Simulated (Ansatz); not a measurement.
Stepwise reaction of `[CH3][Al]([I])[I]` with hydrogen, as a gas-phase model of exchange steps in deposition or etching. ΔE in kJ/mol.

Computed with Ansatz on PBE0-D4/def2-TZVP structures; ΔE is electronic, products minus reactants. CCSD(T)/CBS adds triple-zeta CCSD(T) − MP2 to the extrapolated MP2 energy (def2 sets, frozen cores). This one scheme is used for every species. DFT in def2-TZVPP. B3LYP here is the variant with VWN-RPA as its local correlation; programs differ in this. def2 core potentials past Kr. For I outer-core shells are correlated without core-valence functions, which leaves a few kJ/mol of doubt a bond.

```csv
step,reaction,PBE-D4,B3LYP-D4,ωB97M-V,CCSD(T)/CBS
2,`[CH3][AlH][I]` + H₂ → `[CH3][AlH2]` + HI,145.7,141.7,143.9,150.8
```

Task: Give the row of step 1, `[CH3][Al]([I])[I]` + H₂ → `[CH3][AlH][I]` + HI. (Best estimate.)

Result: The calculation gave: 
| step | reaction | PBE-D4 | B3LYP-D4 | ωB97M-V | CCSD(T)/CBS |
| --- | --- | --- | --- | --- | --- |
| 1 | `[CH3][Al]([I])[I]` + H₂ → `[CH3][AlH][I]` + HI | 138.8 | 135.6 | 135.3 | 144.7 |

Task: By hand: ΔE of the 2 steps together at CCSD(T)/CBS.

Result: (144.7) + (150.8) = 295.5 kJ/mol, or 147.8 kJ/mol a step.

In ΔE each step is higher than the one before. All are uphill at CCSD(T)/CBS. PBE-D4 differs from CCSD(T)/CBS by -5.9 to -5.1 kJ/mol a step. Isolated molecules leave out the surface, adducts and barriers. Largest T1 diagnostic: 0.009.
